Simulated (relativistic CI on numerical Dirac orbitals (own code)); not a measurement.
# Hyperfine structure of Pb II, mass number 207

Calculated at this level of theory: Dirac-Coulomb-Breit CI, orbitals from a KLI potential per configuration, a model potential for QED, valence Slater integrals scaled by 0.85, P86 correlation energy added to each configuration (own radial code, finite nucleus).

Configurations in the expansion (outside the closed core [Xe] 4f14 5d10): 6s2 6p, 6s 6p2, 6s2 7s, 6s2 6d, 6s2 7p, 6s2 8s, 6s2 5f, 6s2 7d, 6s2 6g, 6p3, 6s 6p 6d, 6s2 8p, 6s2 6f, 6s2 5g, 6s2 8d, 6s 6p 7s. Levels of other configurations are missing.

Nuclear spin I = 1/2, μ = 0.5906 μN (tables of Stone and Pyykkö). The electronic factors are computed for point nuclear moments, without core polarisation; leaving it out makes A of s and p electrons in near-neutral atoms 20 to 40 % too small, and it can dominate for d and f shells.

| Level | E (cm⁻¹) | A (MHz) |
| --- | --- | --- |
| 6s2 6p 2P°_1/2 | 0.0 | 12560 |
| 6s2 6p 2P°_3/2 | 13642.6 | 869.3 |
| 6s 6p2 4P_1/2 | 54035.5 | 46020 |
| 6s 6p2 4P_3/2 | 61376.9 | 16000 |
| 6s2 7s 2S_1/2 | 63101.5 | 9688 |
| 6s 6p2 4P_5/2 | 67026.4 | 14430 |
| 6s2 6d 2D_3/2 | 71796.3 | -1594 |
| 6s2 6d 2D_5/2 | 74211.8 | 4321 |

Levels with J = 0, under 50 % of one LS term, or S terms without an open s electron are left out. Small factors come from cancelling terms and can be off by tens of per cent or more.

Correlation outside the listed configurations is missing or only estimated: errors of thousands of cm⁻¹ between configurations and terms are usual at this charge. Rates and lifetimes follow the computed energies and can be off by large factors. The fine structure of a lone outer electron comes out too small, for d and f at times inverted, and misplaced configurations move strength between like terms. 17 of the 17 excited levels that our extract of the measured tables holds in this range could be paired (the sources list more); they are missed by 3417 cm⁻¹ on average and 6879 at most, and levels without a partner can miss by more.

Q: Give the hyperfine levels of 6s2 6p 2P°_1/2 relative to its centre of gravity.

A: With K = F(F + 1) − I(I + 1) − J(J + 1), E = AK/2: F = 0: -9423, F = 1: 3141 MHz.

LS names give the leading component of a level, which can be under half, so a name can repeat, a term be missing and a line seem to break the LS rules.
